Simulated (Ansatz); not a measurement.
`[AlH2][SiH2][SiH2]Cl` and `[SiH3]N[SiH2][SiH2]Cl` differ in one atom or group.

Ansatz, PBE0-D4/def2-TZVP geometries, multiplicity 1. Each molecule was computed in one conformer, which needn't be the lowest.

```csv
property,`[AlH2][SiH2][SiH2]Cl`
HOMO–LUMO gap (ωB97M-V/def2-TZVPP) / eV,9.46
LUMO energy (PBE0/def2-TZVPP) / eV,-1.39
HOMO energy (ωB97M-V/def2-TZVPP) / eV,-9.16
HOMO energy (PBE0/def2-TZVPP) / eV,-7.21
HOMO–LUMO gap (PBE0/def2-TZVPP) / eV,5.82
size of the dipole moment (ωB97M-V/def2-TZVPP) / D,2.00
```

Problem. What does the change do to each property? (Estimate.)

Solution. The calculation gave: 
| property | `[SiH3]N[SiH2][SiH2]Cl` | shift |
| --- | --- | --- |
| HOMO–LUMO gap (ωB97M-V/def2-TZVPP) / eV | 10.66 | 1.20 |
| LUMO energy (PBE0/def2-TZVPP) / eV | -0.76 | 0.63 |
| HOMO energy (ωB97M-V/def2-TZVPP) / eV | -9.69 | -0.53 |
| HOMO energy (PBE0/def2-TZVPP) / eV | -7.51 | -0.30 |
| HOMO–LUMO gap (PBE0/def2-TZVPP) / eV | 6.75 | 0.93 |
| size of the dipole moment (ωB97M-V/def2-TZVPP) / D | 1.71 | -0.29 |

With PBE0 the HOMO falls by 0.30 eV and the LUMO rises by 0.63 eV, so the gap widens by about 0.93 eV. PBE moves the HOMO by -0.03 eV and ωB97M-V by -0.53 eV. Dipoles are sizes alone; their direction can turn.
